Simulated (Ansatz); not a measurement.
System: trichloro(prop-2-enyl)germane, C₃H₅Cl₃Ge, net charge 0, singlet state. SMILES: [CH2](C=C)[Ge]([Cl])([Cl])[Cl]
Structure (B3LYP-D3(BJ)/def2-TZVP (Ansatz, an electronic-structure program) minimum search):
```xyz
12

C      3.4742    -0.0928     0.0918
C      2.4310    -0.9103     0.0143
C      1.3199    -0.7634    -0.9669
Ge    -0.2866    -0.0159    -0.1171
Cl    -0.8718    -1.1886     1.5951
Cl    -1.9480     0.0189    -1.4930
Cl     0.0593     2.0007     0.5515
H      3.5913     0.7463    -0.5840
H      4.2461    -0.2355     0.8358
H      2.3405    -1.7317     0.7173
H      1.5672    -0.0798    -1.7795
H      1.0026    -1.7175    -1.3907
```
Charge 0, spin multiplicity 1.

Parts of the frozen-core correlation energy in STO-3G (Ansatz, hartree). Frozen orbitals: 32; correlated occupied orbitals by spin: 21 and 21; virtual: 12 and 12. No spin-orbit coupling. Non-relativistic. The restricted reference is unstable.

| term | value |
|---|---|
| reference (HF) | -3530.77718 |
| MP2 opposite-spin | [?] |
| MP2 same-spin | [?] |
| CCSD correlation | -0.27069 |
| (T) | [?] |
| T1 diagnostic | 0.005 |
| largest doubles amplitude | 0.087 |

Problem. Complete the blanks.

Solution. 
- MP2 opposite-spin, value: -0.18124
- MP2 same-spin, value: -0.03124
- (T), value: -0.00313
